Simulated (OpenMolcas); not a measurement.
Yb3+: moving or changing the point charges

Yb3+ among 6 point charges of -1.5 e arranged as an octahedron (Oh), 2.53 Å from the ion.

* Program: OpenMolcas 26.06
* Method: CASSCF
* Basis: ANO-RCC-VDZP [7s6p4d2f1g]
* Scalar Hamiltonian: DKH2, point nucleus
* Active space: 13 electrons in 7 orbitals (4f)
* State averaging: 2S+1 = 2 odd, 7 roots
* Spin-orbit coupling: state interaction with AMFI integrals over the reference wave functions

Runs around this geometry, states (labels of O, the rotations of Oh). Energies in cm-1 above the lowest state or level, χT in cm3 K/mol; under a threefold ground state the first gap can be a small split of the lowest multiplet, not the spin-orbit step.

```tsv
R (Å)	Ground state	First state of that spin	First gap with spin-orbit (degeneracies)	Width of lowest J	χT at 300 K
2.53	2T1	2T2 178.6	117.7 (2, 4)	286	2.519
2.7	2T1	2T2 128.9	85.2 (2, 4)	208	2.545
2.94	2T1	2T2 83.9	55.7 (2, 4)	137	2.562
```

Taking the width of the lowest J multiplet as R^-n, n = -ln(137 / 286) / ln(2.94 / 2.53) = 4.9 between the shortest and longest distance.

Point charges carry no covalency, so the field is a model and not that of real ligands. No measured value stands beside these numbers.
